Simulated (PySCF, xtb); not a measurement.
CH4MoOS2, SMILES [CH3][Mo]([OH])(=[S])=[S], multiplicity 1.

GFN2-xTB (xtb) at its own geometry gives an orbital gap of 1.86 eV and a dipole moment of 7.09 D.

Geometry: B3LYP-D3(BJ)/def2-SVP. The spin state was assumed, not searched. The def2 effective core potentials stand for the cores of Mo; spin–orbit coupling is left out. Other conformers were not sampled.

Task: What does PySCF with ωB97X/def2-TZVP give? (Estimate from the structure and the level; the computed values follow.)

Result: gap 8.24 eV (levels -9.38 and -1.14 eV), dipole 2.76 D.
